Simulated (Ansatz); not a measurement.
## Which is lower?

The two ends of one reaction step of BH₅OF₂, closed shell (PBE0-D4/def2-TZVP).

A:

B1  (-0.043, -1.090, -0.549)
O2  (0.042, 0.162, -1.107)
H3  (-1.086, -1.371, -0.051)
H4  (0.873, -1.846, -0.669)
H5  (0.068, 0.713, 1.609)
F6  (0.576, -0.056, 1.790)
H7  (-0.567, 1.314, -0.153)
F8  (-0.760, 1.821, 0.632)
H9  (0.898, 0.352, -1.502)
(Å)

B:

```xyz
9
angstrom
B 0.0572 -1.0086 -0.0370
O -0.0267 0.2598 -1.0614
H -1.0811 -1.3820 0.0463
H 0.8779 -1.7323 -0.5360
H -0.1911 0.9785 1.3481
F 0.5204 -0.4156 1.1766
H -0.4017 1.0239 -0.5671
F -0.6067 1.7636 0.9993
H 0.8516 0.5127 -1.3689
```

Ansatz 0.2.0; basis: def2-TZVPP; cores frozen in the correlated methods. B3LYP uses VWN-RPA correlation.

Problem. Which structure is lower at CCSD(T), and by how much? (An estimate is asked for; the value comes from the calculation.)

Solution. Computed: B, by 7.77 kcal/mol (electronic energy, against the other). By their contacts, A is a complex of BH₃O ([BH2][OH]) + HF + HF and B is a complex of BH₄OF ([OH2][BH2][F]) + HF.

All methods give the same order:

| method | E(B) − E(A) (kcal/mol) |
| --- | --- |
| SPW92 | -14.31 |
| PBE-D4 | -8.34 |
| BLYP-D4 | -5.71 |
| r2SCAN-D4 | -9.17 |
| B97M-V | -8.60 |
| PBE0-D4 | -8.80 |
| B3LYP-D4 | -6.57 |
| r2SCAN0-D4 | -9.28 |
| BHLYP-D4 | -7.06 |
| CAM-B3LYP-D4 | -8.08 |
| wB97X-V | -8.13 |
| wB97M-V | -8.30 |
| B2PLYP | -6.90 |
| PBE-QIDH | -8.94 |
| RPA on PBE | -7.69 |
| HF | -3.26 |
| MP2 | -7.69 |
| CCSD | -7.24 |
| CCSD(T) | -7.77 |

T1 diagnostic: at most 0.012.

Labels in which every atom is bracketed show which atoms are joined, not bond orders.

For scale, one of the runs: CCSD(T)/def2-TZVPP, 194 basis functions (an equivalent command: `ansatz run in.yaml --threads 4`). Hardware: 4 CPU threads, shared host. Wall time 44 s; peak host memory 2.5 GiB.
